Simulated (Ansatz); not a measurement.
CH4Cl2SSi (`S[SiH](Cl)CCl`) from Hartree–Fock to CCSD(T)

Z-matrix (Å, degrees):
```
Si
Cl 1 2.051
C 1 1.874 2 108.3
S 1 2.121 2 106.3 3 120.1
H 1 1.479 2 108.6 3 -118.2
Cl 3 1.787 1 107.4 2 -178.5
H 3 1.090 1 112.3 2 62.8
H 3 1.091 1 111.7 2 -60.4
H 4 1.347 1 92.1 2 -174.1
```

The species carries charge 0 and has multiplicity 1. All single points use the PBE0-D4/def2-TZVP geometry. It is one conformer, not always the lowest. Frozen core, restricted reference, the Gaussian-basis code of Ansatz. CBS rows extrapolate triple and quadruple zeta; past MP2 they add the triple-zeta difference.

```csv
basis,HF (Eh),MP2 corr.,CCSD corr.,(T),CCSD(T) total
def2-SVP,-1645.20926,?,-0.69339,?,?
def2-TZVPP,-1645.81704,-0.84788,?,-0.04055,?
def2-QZVPP,-1645.86454,-0.92445,–,–,–
CBS(def2),-1645.87109,-0.98116,?,as TZ,?
```

**Question.** Fill in the withheld values. (Best estimate.)

**Answer.** Computed: def2-SVP MP2 corr.: -0.63151; def2-SVP (T): -0.01832; def2-SVP CCSD(T) total: -1645.92097; def2-TZVPP CCSD corr.: -0.91464; def2-TZVPP CCSD(T) total: -1646.77223; CBS(def2) CCSD corr.: -1.04793; CBS(def2) CCSD(T) total: -1646.95957.
